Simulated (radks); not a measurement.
Results of a calculation; reference values are marked as such.
Excited configurations of neutral dysprosium: one electron is placed in a higher orbital outside [Xe] 4f10 6s1. The ground configuration is [Xe] 4f10 6s2. Level of theory: Dirac Kohn-Sham, PBEsol, spin-unpolarised, spherical densities, point nucleus; open shells fill j = l - 1/2 first (a radial shooting solver on a logarithmic mesh with Libxc functionals). Excitation = E - E(ground); binding = E(ion) - E, where the ion is the core of charge +1; n* = 1/sqrt(2 binding) in atomic units, and the quantum defect is n - n*.

| outer orbital | excitation (eV) | binding (eV) | n* | quantum defect | eigenvalue (eV) | <r> (bohr) |
|---|---|---|---|---|---|---|
| 5d3/2 | 2.539 | 3.712 | 1.914 | 3.086 | -0.921 | 3.795 |
| 5f5/2 | 5.337 | 0.915 | 3.857 | 1.143 | -0.424 | 17.10 |
| 6p1/2 | 2.518 | 3.734 | 1.909 | 4.091 | -1.878 | 5.381 |
| 6d3/2 | 4.792 | 1.459 | 3.053 | 2.947 | -0.711 | 11.61 |
| 6f5/2 | 5.615 | 0.636 | 4.624 | 1.376 | -0.361 | 28.92 |
| 7s1/2 | 4.088 | 2.163 | 2.508 | 4.492 | -1.285 | 9.946 |
| 7p1/2 | 4.636 | 1.615 | 2.903 | 4.097 | -0.929 | 12.60 |
| 7d3/2 | 5.344 | 0.908 | 3.872 | 3.128 | -0.518 | 21.60 |
| 7f5/2 | 5.788 | 0.463 | 5.419 | 1.581 | -0.282 | 43.23 |

The Delta-SCF ionisation energy is 6.251 eV (NIST Atomic Spectra Database: 5.939 eV, measured). Self-interaction in the functional shifts the binding energies and quantum defects, so they are the method's values and not measured ones. Spin polarisation and multiplet splitting are left out, so open shells lie too high by an amount that depends on their filling.

Beside tabulated values, note that spin-unpolarised runs miss the spin-polarisation part of the exchange energy of open shells.
